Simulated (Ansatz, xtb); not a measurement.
Ranking isomers of C4H7BOSi

4 gas-phase structures of C4H7BOSi, from a drawn sample of its isomers (lower ones may exist). Each was relaxed with GFN2-xTB:

A. `Bc1coc([SiH3])c1`, a singlet
B. `Bc1cc([SiH3])co1`, a singlet
C. `Bc1occc1[SiH3]`, a singlet
D. `Bc1cocc1[SiH3]`, a singlet

Task: Make a reasoned guess at their ranking by r2SCAN-D4/def2-SVP single-point energy.

Result: Calculated order at r2SCAN-D4/def2-SVP: B (0.0), C (1.1), D (11.6), A (16.0) kJ/mol. Less than 1 kcal/mol parts B and C, so the order within that pair means little.

Energies above the lowest of each column, in kJ/mol; the last columns are at B3LYP/def2-SVP geometries:

| structure | GFN2-xTB | HF/STO-3G | r2SCAN-D4/def2-SVP | B3LYP/def2-SVP | CCSD(T)/def2-SVP + ΔMP2/def2-TZVPP |
| --- | --- | --- | --- | --- | --- |
| B | 0.2 | 0.0 | 0.0 | 0.0 | 0.0 |
| C | 0.0 | 2.2 | 1.1 | 4.8 | 3.4 |
| D | 11.3 | 9.7 | 11.6 | 13.3 | 6.6 |
| A | 7.9 | 5.1 | 16.0 | 13.7 | 11.0 |

Every level run on B puts it lowest or level with the lowest. Flexible structures stand in one conformer each, not always the lowest. ΔMP2 is the change of the MP2 energy from the smaller to the larger basis.

Over these structures GFN2-xTB departs from r2SCAN-D4/def2-SVP by 2.9 kJ/mol on average once a common shift is removed. A GFN2-xTB relaxation took about 0.13 s and the r2SCAN-D4/def2-SVP energy about 2.5 s on a shared host (Ansatz 0.2.0, xtb 6.7.1).
